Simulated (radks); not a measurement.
The numbers below are computed, except where a source is named.
Initial-state core-level shifts of neutral promethium when its valence configuration changes from [Xe] 4f5 6s2. Level of theory: Dirac Kohn-Sham, BLYP, spin-unpolarised, spherical densities, finite nucleus; open shells fill j = l - 1/2 first; Fermi nuclear charge, rms radius 4.962 fm (a radial shooting solver on a logarithmic mesh with Libxc functionals). Shifts are changes of the shell-averaged eigenvalues in eV (positive: less bound); the change of the density at the nucleus, which sets a Mossbauer isomer shift, is in e/bohr^3, on a base of 4.929e+05.

valence	1s	2s	3p	4p	density at nucleus
4f4 5d1 6s2	-5.990	-6.549	-7.419	-6.806	+28.36
4f4 6s2 6p1	-9.044	-9.695	-10.511	-9.902	+41.11
4f5 5d1 6s1	+0.994	+1.043	+0.994	+1.028	-21.86
4f4.5 5d1 6s1.5	-2.111	-2.331	-2.746	-2.480	+0.42
4f4.5 6s2 6p0.5	-4.233	-4.525	-4.889	-4.645	+18.95
4f5 5d2	+1.454	+1.540	+1.457	+1.519	-39.57
